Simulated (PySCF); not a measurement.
B(H)2(SH) (BH3S), SMILES BS. Geometry optimised at ωB97X-D3(BJ)/def2-TZVP.

Computed equilibrium geometry at ωB97X-D3(BJ)/def2-TZVP (PySCF confirms it by a frequency run) as a Z-matrix, and its point group:
point group Cs.
```
B
H 1 1.1906
H 1 1.1917 2 122.61
S 1 1.7688 2 121.19 3 180.00
H 4 1.3403 1 99.15 2 0.00
```
Charge 0, spin multiplicity 1.
